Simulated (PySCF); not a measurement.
How methods differ on the ionisation energy of Pd(36+)

Pd(36+) [Ne] (1S) → Pd(37+) [He] 2s2 2p5 (2P), as a difference of total energies. Computed with PySCF 2.14 in an uncontracted even-tempered set (19 s from 14 bohr⁻², ratio 2.2; 12 p from 18 bohr⁻², ratio 2.2; 6 d from 79 bohr⁻², ratio 2.4; 5 f from 120 bohr⁻², ratio 2.4; 4 g from 180 bohr⁻², ratio 2.4), with the spin-free X2C one-electron Hamiltonian (Gaussian nucleus). Correlated levels: nothing frozen; virtual orbitals above 40 to 60 times the deepest correlated orbital energy dropped. The calculations carry no spin-orbit coupling.

| method | ionisation energy (eV) |
| --- | --- |
| UHF | 5335.0 |
| LDA | 5332.7 |
| PBE | 5332.9 |
| PBE0 | 5333.9 |
| r2SCAN | 5336.3 |
| B2PLYP | 5335.2 |
| MN15 | 5338.5 |
| MP2 (all electrons) | 5336.7 |
| SCS-MP2 (all electrons) | 5336.6 |

A first-order spin-orbit estimate (lowest level to lowest level, LS coupling) adds -53.415 eV.

For this ion Breit and QED terms and the two-electron picture change, all absent here, outweigh the differences among the correlated methods.

For comparison: 5284 ± 3 eV (semi-empirical (NIST evaluation); NIST Atomic Spectra Database, ionization energies).
